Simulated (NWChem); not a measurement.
System: C2H3F3Si; SMILES C=C[Si](F)(F)F

Parts of the log:

```
             Northwest Computational Chemistry Package (NWChem) 7.3.0
             --------------------------------------------------------

                             Geometry "geometry" -> ""
                             -------------------------

 Output coordinates in angstroms (scale by  1.889725989 to convert to a.u.)

  No.       Tag          Charge          X              Y              Z
 ---- ---------------- ---------- -------------- -------------- --------------
    1 C                    6.0000    -0.09443200     2.43064700     0.00051600
    2 C                    6.0000     0.71451700     1.36413000    -0.00499700
    3 Si                  14.0000     0.04100100    -0.33682100    -0.00047600
    4 F                    9.0000     0.47147600    -1.17669700    -1.29699600
    5 F                    9.0000     0.53037000    -1.19158400     1.26499000
    6 F                    9.0000    -1.56254500    -0.29519700     0.03513800
    7 H                    1.0000    -1.18450400     2.32660300     0.00880300
    8 H                    1.0000     0.29793300     3.45316300    -0.00253800
    9 H                    1.0000     1.80073300     1.51402500    -0.01209300

 Effective nuclear repulsion energy (a.u.)     315.8664202271

                                 NWChem DFT Module
                                 -----------------

 Summary of "ao basis" -> "ao basis" (spherical)
 ------------------------------------------------------------------------------
       Tag                 Description            Shells   Functions and Types
 ---------------- ------------------------------  ------  ---------------------
 C                          def2-svp                 6       14   3s2p1d
 Si                         def2-svp                 8       18   4s3p1d
 F                          def2-svp                 6       14   3s2p1d
 H                          def2-svp                 3        5   2s1p

 in cosmo_initialize ...
 calling solv_data for solv:clbenzen

 solvent parameters
 solvname_short: clbenzen
 solvname_long:  chlorobenzene
 dielec:        5.6968
 dielecinf:     2.3229
 nonaqueous SMD model solvent descriptors
 dielec:        5.6968
 sola:          0.0000
 solb:          0.0700
 solc:          0.8570
 solg:         47.4800
 solh:          0.1430
 soln:          1.5241

          ---------------
          -cosmo- solvent
          ---------------
 Cosmo: York-Karplus, doi: 10.1021/jp992097l
 dielectric constant -eps-     =   5.70
 screen = (eps-1)/(eps    )    =   0.82446
 surface charge correction     = lagrangian

   van der Waals surface
 --------------------------

 ---------- ATOMIC COORDINATES (A.U.) ------------ VDWR(ANG.) --
     1   -0.17845060    4.59325680    0.00097510     1.850
     2    1.35024134    2.57783191   -0.00944296     1.850
     3    0.07748066   -0.63649940   -0.00089951     2.470
     4    0.89096045   -2.22363490   -2.45096705     1.730
     5    1.00225397   -2.25176725    2.39048448     1.730
     6   -2.95278189   -0.55784144    0.06640119     1.730
     7   -2.23838799    4.39664215    0.01663526     1.200
     8    0.56301173    6.52553186   -0.00479612     1.200
     9    3.40289195    2.86109239   -0.02285246     1.200
 number of segments per atom =        128
 number of   points per atom =        128
 atom (   nspa,  nppa )
 ----------------------
    1 (     63,     0 )       0
    2 (     38,     0 )       0
    3 (     58,     0 )       0
    4 (     66,     0 )       0
    5 (     66,     0 )       0
    6 (     63,     0 )       0
    7 (     49,     0 )       0
    8 (     56,     0 )       0
    9 (     53,     0 )       0
 number of -cosmo- surface points =      512
 molecular surface =    124.258 angstrom**2
 molecular volume  =    106.783 angstrom**3
 -lineq- algorithm             =   0
 -bem- low  level              =   3
 -bem- from -octahedral-
 gaussian surface charge width =   4.50000
 degree of switching           =   1.00000
 switching function tolerance  =   0.00010
 atomic radii =
 --------------
    1  6.000  1.850
    2  6.000  1.850
    3 14.000  2.470
    4  9.000  1.730
    5  9.000  1.730
    6  9.000  1.730
    7  1.000  1.200
    8  1.000  1.200
    9  1.000  1.200
 ...... end of -cosmo- initialization ......

[...]

                                COSMO-SMD solvation results
                                ---------------------------

             internal energy in gas <Psi(g)|H|Psi(g)> =      -666.790530511272
         internal energy in solvent <Psi(s)|H|Psi(s)> =      -666.790029413170
                               delta internal energy  =         0.000501098103 (    0.31 kcal/mol)
   total free energy in solvent <Psi(s)|H+V/2|Psi(s)> =      -666.796572294074
 polarization energy contribution <Psi(s)|V/2|Psi(s)> =        -0.006542880904 (   -4.11 kcal/mol)
    total free energy in solvent including G(SMD-CDS) =      -666.795525725589
                       G(SMD-CDS) energy contribution =         0.001046568486 (    0.66 kcal/mol)
     1 M fixed-concentration free energy of solvation =        -0.004995214316 (   -3.13 kcal/mol)

                       DFT Final Molecular Orbital Analysis
                       ------------------------------------

 Vector   26  Occ=2.000000D+00  E=-4.942690D-01
              MO Center=  2.2D-01,  1.5D+00, -1.4D-04, r^2= 2.7D+00
   Bfn.  Coefficient  Atom+Function         Bfn.  Coefficient  Atom+Function
  ----- ------------  ---------------      ----- ------------  ---------------
     4      0.344778  1 C  px                19      0.297886  2 C  py
    89     -0.251294  7 H  s                 18     -0.229847  2 C  px
    99     -0.179150  9 H  s                  5     -0.173113  1 C  py
    22      0.150501  2 C  py                65     -0.138537  5 F  py
    51     -0.134914  4 F  py                 7      0.106872  1 C  px

 Vector   27  Occ=2.000000D+00  E=-4.106595D-01
              MO Center=  3.5D-01,  1.5D+00, -3.0D-03, r^2= 2.9D+00
   Bfn.  Coefficient  Atom+Function         Bfn.  Coefficient  Atom+Function
  ----- ------------  ---------------      ----- ------------  ---------------
    19      0.279823  2 C  py                94     -0.240187  8 H  s
    99      0.234945  9 H  s                 31     -0.226561  3 Si s
    18      0.223176  2 C  px                89      0.205089  7 H  s
    37     -0.203194  3 Si py                 5     -0.199795  1 C  py
     4     -0.160064  1 C  px                22      0.129694  2 C  py

 Vector   28  Occ=2.000000D+00  E=-3.643768D-01
              MO Center=  3.3D-01,  1.8D+00, -2.5D-03, r^2= 1.7D+00
   Bfn.  Coefficient  Atom+Function         Bfn.  Coefficient  Atom+Function
  ----- ------------  ---------------      ----- ------------  ---------------
    20      0.409480  2 C  pz                 6      0.379971  1 C  pz
    23      0.293519  2 C  pz                 9      0.254199  1 C  pz
    51     -0.066738  4 F  py                65      0.066006  5 F  py
    43      0.050897  3 Si d -1              54      0.050204  4 F  py
    68     -0.049560  5 F  py                80      0.043006  6 F  pz

 Vector   29  Occ=0.000000D+00  E= 8.986179D-03
              MO Center=  2.1D-01,  1.7D+00, -3.2D-04, r^2= 2.6D+00
   Bfn.  Coefficient  Atom+Function         Bfn.  Coefficient  Atom+Function
  ----- ------------  ---------------      ----- ------------  ---------------
     9      0.622336  1 C  pz                23     -0.521872  2 C  pz
     6      0.426232  1 C  pz                20     -0.319776  2 C  pz
    41     -0.230582  3 Si pz                38     -0.128311  3 Si pz
    43     -0.104029  3 Si d -1              49     -0.087582  4 F  s
    63      0.085721  5 F  s                 51      0.082941  4 F  py

 Vector   30  Occ=0.000000D+00  E= 1.035857D-01
              MO Center= -2.0D-01,  3.8D-01, -1.5D-03, r^2= 5.3D+00
   Bfn.  Coefficient  Atom+Function         Bfn.  Coefficient  Atom+Function
  ----- ------------  ---------------      ----- ------------  ---------------
    32      1.514406  3 Si s                 17     -0.900784  2 C  s
     3     -0.706171  1 C  s                100      0.642815  9 H  s
    90      0.480006  7 H  s                 77     -0.457452  6 F  s
    95      0.413310  8 H  s                 22      0.335840  2 C  py
    49     -0.266038  4 F  s                 63     -0.261632  5 F  s

 Vector   31  Occ=0.000000D+00  E= 1.167798D-01
              MO Center=  7.7D-01,  2.2D-01, -9.7D-03, r^2= 5.0D+00
   Bfn.  Coefficient  Atom+Function         Bfn.  Coefficient  Atom+Function
  ----- ------------  ---------------      ----- ------------  ---------------
     3      1.198672  1 C  s                 32      1.010664  3 Si s
    95     -0.792803  8 H  s                 17     -0.724916  2 C  s
    39      0.611508  3 Si px                63     -0.364502  5 F  s
    49     -0.355677  4 F  s                 21      0.337561  2 C  px
    40     -0.273171  3 Si py                 7      0.240420  1 C  px

     Multipole analysis of the density
     ---------------------------------

     L   x y z        total         alpha         beta         nuclear
     -   - - -        -----         -----         ----         -------
     0   0 0 0     -0.000000    -28.000000    -28.000000     56.000000

     1   1 0 0      0.290159     -0.008361     -0.008361      0.306882
     1   0 1 0      1.279733     -0.659941     -0.659941      2.599615
     1   0 0 1     -0.001553      0.009796      0.009796     -0.021146

     2   2 0 0    -28.807659    -75.791960    -75.791960    122.776260
     2   1 1 0      0.657009      2.565100      2.565100     -4.473190
     2   1 0 1     -0.024964      0.013226      0.013226     -0.051416
     2   0 2 0    -25.873196   -180.519511   -180.519511    335.165827
     2   0 1 1     -0.008867     -0.072980     -0.072980      0.137092
     2   0 0 2    -31.963603    -68.749779    -68.749779    105.535956
```

Level: M05-2X/def2-SVP, SMD on the gas-phase geometry. Structure relaxed at the PBE0/def2-SVP level. Solvent: chlorobenzene.

Task: Reconstruct the input file.

Result: This is not unique; one that fits is the input that was run:
```
start job
memory heap 200 mb stack 900 mb global 1100 mb
geometry units angstroms noautosym nocenter noautoz
  C     -0.094432     2.430647     0.000516
  C      0.714517     1.364130    -0.004997
  Si     0.041001    -0.336821    -0.000476
  F      0.471476    -1.176697    -1.296996
  F      0.530370    -1.191584     1.264990
  F     -1.562545    -0.295197     0.035138
  H     -1.184504     2.326603     0.008803
  H      0.297933     3.453163    -0.002538
  H      1.800733     1.514025    -0.012093
end
basis spherical
  C library def2-svp
  Si library def2-svp
  F library def2-svp
  H library def2-svp
end
dft
  xc m05-2x
  iterations 150
end
cosmo
  do_cosmo_smd true
  solvent clbenzen
end
task dft energy
```
